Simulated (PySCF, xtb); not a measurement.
S₄, SMILES S=S(=S)=S.

GFN2-xTB in xtb at its own geometry gives an orbital gap of 1.17 eV and a dipole moment of 0.07 D.

Geometry optimised at ωB97X-D3(BJ)/def2-SVP.

**Question.** What does B3LYP/def2-TZVPD in PySCF give? (An estimate is asked for; the answer gives what the named calculation found.)

**Answer.** gap 2.77 eV (levels -7.07 and -4.30 eV), dipole 0.00 D.
